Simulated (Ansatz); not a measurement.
Steps of a relaxation of `N[SiH](O)F` with RKS PBE0-D4/def2-TZVP.

```sh
$ ansatz run in.yaml --threads 2 --pin off --events-out ev --progress --plain --max-ram 22528MiB --backend cpu
```

```yaml
crystal:
  periodic: [false, false, false]
  atoms:
    - {symbol: N, position_ang: [-1.043122, 0.551421, -0.104476]}
    - {symbol: Si, position_ang: [0.588364, -0.009540, -0.180746]}
    - {symbol: O, position_ang: [0.863694, -1.115929, 1.031777]}
    - {symbol: F, position_ang: [0.705252, -0.668621, -1.676204]}
    - {symbol: H, position_ang: [-1.484200, 0.911889, -0.953886]}
    - {symbol: H, position_ang: [-1.377390, 1.052817, 0.721300]}
    - {symbol: H, position_ang: [1.712529, 0.963171, -0.048304]}
    - {symbol: H, position_ang: [0.127073, -1.742307, 1.154839]}
basis:
  gaussian: {orbitals: def2-TZVP}
hamiltonian: {xc: pbe0, dispersion: d4}
relax: {f_tol: 0.005, max_steps: 150}
```

Positions (Å) and forces (eV/Å) along the path, 8 of 8 steps:

```xyz
8
step=1 energy=-14194.2047 eV
N    -1.043    0.551   -0.104    0.216    0.327   -0.063
Si    0.588   -0.010   -0.181   -0.130   -0.768   -0.313
O     0.864   -1.116    1.032   -0.759    0.272   -0.754
F     0.705   -0.669   -1.676   -0.097    0.530    1.227
H    -1.484    0.912   -0.954    0.298   -0.237    0.528
H    -1.377    1.053    0.721    0.234   -0.329   -0.510
H     1.713    0.963   -0.048   -0.302   -0.206   -0.060
H     0.127   -1.742    1.155    0.540    0.412   -0.055
8
step=2 energy=-14194.2624 eV
N    -1.034    0.549   -0.104    0.237    0.089   -0.022
Si    0.584   -0.011   -0.177   -0.092   -0.582   -0.269
O     0.854   -1.109    1.023   -0.312    0.303   -0.494
F     0.700   -0.664   -1.657   -0.048    0.318    0.752
H    -1.467    0.907   -0.945    0.065   -0.074    0.128
H    -1.363    1.045    0.713    0.046   -0.099   -0.116
H     1.689    0.960   -0.053   -0.072   -0.035   -0.011
H     0.129   -1.733    1.145    0.175    0.079    0.033
8
step=3 energy=-14194.2839 eV
N    -1.022    0.553   -0.106    0.031    0.059    0.005
Si    0.580   -0.016   -0.179    0.006    0.007    0.003
O     0.846   -1.100    1.008   -0.068   -0.002   -0.038
F     0.696   -0.661   -1.632    0.016   -0.027   -0.049
H    -1.459    0.903   -0.943   -0.023   -0.004    0.009
H    -1.356    1.036    0.713   -0.023   -0.015   -0.007
H     1.677    0.957   -0.056    0.021    0.025    0.011
H     0.131   -1.728    1.139    0.041   -0.044    0.065
8
step=4 energy=-14194.2852 eV
N    -1.008    0.578   -0.112    0.015    0.019   -0.047
Si    0.585   -0.011   -0.186   -0.185   -0.118    0.080
O     0.830   -1.100    1.000    0.116    0.033    0.021
F     0.696   -0.656   -1.641    0.029    0.007   -0.020
H    -1.471    0.902   -0.944   -0.010    0.014   -0.025
H    -1.370    1.025    0.713    0.002    0.006    0.035
H     1.687    0.954   -0.055    0.048    0.005    0.008
H     0.143   -1.748    1.169   -0.014    0.035   -0.052
8
step=5 energy=-14194.2868 eV
N    -1.016    0.577   -0.113    0.012    0.005   -0.016
Si    0.577   -0.017   -0.183   -0.008    0.018    0.007
O     0.840   -1.100    1.003   -0.002   -0.003    0.010
F     0.698   -0.659   -1.639   -0.015   -0.006    0.003
H    -1.470    0.912   -0.947    0.005   -0.007    0.004
H    -1.372    1.031    0.711    0.007   -0.012    0.002
H     1.683    0.948   -0.052    0.003    0.007   -0.001
H     0.152   -1.749    1.164   -0.002   -0.002   -0.009
8
step=6 energy=-14194.2870 eV
N    -1.015    0.577   -0.114    0.004    0.011   -0.002
Si    0.577   -0.016   -0.183   -0.003    0.003   -0.003
O     0.839   -1.099    1.004    0.002    0.003    0.009
F     0.695   -0.660   -1.637    0.000   -0.003   -0.001
H    -1.469    0.911   -0.948    0.000   -0.003    0.004
H    -1.371    1.029    0.712   -0.001   -0.006   -0.001
H     1.684    0.950   -0.053   -0.002   -0.003   -0.001
H     0.150   -1.748    1.161    0.000   -0.003   -0.006
8
step=7 energy=-14194.2871 eV
N    -1.012    0.582   -0.115    0.001   -0.003    0.000
Si    0.577   -0.015   -0.182    0.000    0.006    0.005
O     0.838   -1.095    1.008    0.003    0.004   -0.001
F     0.694   -0.665   -1.635    0.002    0.001    0.000
H    -1.469    0.914   -0.948   -0.002    0.002   -0.002
H    -1.375    1.025    0.713    0.001   -0.001    0.001
H     1.685    0.949   -0.054   -0.002   -0.005   -0.004
H     0.154   -1.752    1.157   -0.003   -0.004    0.000
8
step=8 energy=-14194.2871 eV
N    -1.013    0.582   -0.115    0.000    0.000   -0.002
Si    0.577   -0.015   -0.182   -0.002   -0.001    0.000
O     0.837   -1.094    1.009   -0.001    0.000    0.001
F     0.694   -0.666   -1.634    0.001    0.002    0.000
H    -1.469    0.917   -0.948    0.000    0.000    0.001
H    -1.376    1.022    0.714    0.000    0.000    0.001
H     1.685    0.949   -0.055    0.001    0.000   -0.002
H     0.155   -1.752    1.157    0.000    0.000    0.000
```

Hardware: 2 threads of an AMD EPYC 7R13 on a shared host. Wall time 38 s, peak host memory 0.31 GiB.
